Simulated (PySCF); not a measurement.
**Orbital energies and ionisation energy**

Compound: C4H9BN2.
Geometry (PBE0-D3(BJ)/def2-SVP, Å), atoms numbered from 1 in this order:
```
atom  x, y, z in Å
C1    -1.8169    2.2918   -0.0498
C2    -1.5438    1.1103    0.0533
B3    -1.2094   -0.4006    0.1700
N4    -2.2135   -1.3355   -0.1777
N5     0.0748   -0.7977    0.6119
C6     1.1882    0.0590    0.9384
C7     2.3086    0.0134   -0.0896
H8    -2.0574    3.3359   -0.1363
H9    -3.1339   -1.0424   -0.4680
H10   -2.0979   -2.3370   -0.1167
H11    0.2905   -1.7871    0.6519
H12    1.5908   -0.2029    1.9348
H13    0.8056    1.0873    1.0234
H14    1.9411    0.3363   -1.0757
H15    2.7107   -1.0073   -0.1986
H16    3.1427    0.6708    0.2021
```

Level: wB97X-D/def2-SVPD (PySCF). Frontier orbitals with their largest atomic shares (Löwdin; up to four atoms above 4 %):

```json
{"orbital": "HOMO−3", "ε (eV)": "-11.08", "main atoms": "N4 28 %, B3 17 %, C2 13 %, N5 10 %"}
{"orbital": "HOMO−2", "ε (eV)": "-9.72", "main atoms": "C1 44 %, C2 42 %, H8 4 %"}
{"orbital": "HOMO−1", "ε (eV)": "-9.52", "main atoms": "C1 34 %, C2 33 %, N4 17 %, B3 6 %"}
{"orbital": "HOMO", "ε (eV)": "-8.55", "main atoms": "?"}
{"orbital": "LUMO", "ε (eV)": "1.85", "main atoms": "B3 53 %, H10 9 %, H11 7 %, H9 7 %"}
{"orbital": "LUMO+1", "ε (eV)": "1.92", "main atoms": "C1 27 %, C2 26 %, B3 20 %, N5 8 %"}
{"orbital": "LUMO+2", "ε (eV)": "2.67", "main atoms": "C1 17 %, C2 13 %, C7 13 %, C6 9 %"}
```

**Question.** What vertical ionisation energy does ΔSCF give, and how far is −ε(HOMO) from it?

**Answer.** ΔSCF: 8.68 eV (837 kJ/mol; threshold wavelength 143 nm); ⟨S²⟩ of the doublet left behind is 0.770, against 0.75 for a pure doublet. −ε(HOMO) is 8.55 eV, 0.13 eV below it. In exact Kohn–Sham theory the two would be equal; wB97X-D (range-separated hybrid) comes within 0.13 eV of that here.

**Question.** On which atoms does the HOMO lie?

**Answer.** N5 (boron-bound nitrogen) 43 %, N4 (boron-bound nitrogen) 24 %, C6 (sp3 carbon bound to nitrogen) 8 %, B3 (three-coordinate boron) 7 %. The HOMO−1 lies 0.97 eV lower.

**Question.** What kinetic energy would electrons from this vertical process carry with 118.2 nm light (10.49 eV)?

**Answer.** 10.49 − 8.68 = 1.81 eV.

**Question.** What total energies stand behind the ΔSCF value?

**Answer.** E(N) = -291.93828 Eh and E(N − 1) = -291.61935 Eh at the same geometry, 0.31893 Eh apart.

**Question.** Shift the occupied levels rigidly so that −ε(HOMO) equals the ΔSCF value. What binding energies result?

**Answer.** The shift is +0.13 eV: HOMO 8.68, HOMO−1 9.65, HOMO−2 9.85, HOMO−3 11.21 eV. A rigid shift is only a rough guide to the deeper ionisations.

**Question.** How many of the 10 lowest singlet excitations (vertical TDDFT, same level) lie below the ionisation energy?

**Answer.** All 10; they run from 5.92 to 7.86 eV.

Geometry: PBE0-D3(BJ)/def2-SVP, one conformer, isolated molecule.

These values come from a run that also computed excited states and ΔSCF ions. Time: 2.5 min of wall time; peak memory 0.92 GiB. Hardware: an Intel Xeon Platinum 8488C with one thread, shared host.

wB97X-D is run here without its empirical dispersion term; that term would change no orbital, density or response property at a fixed geometry.
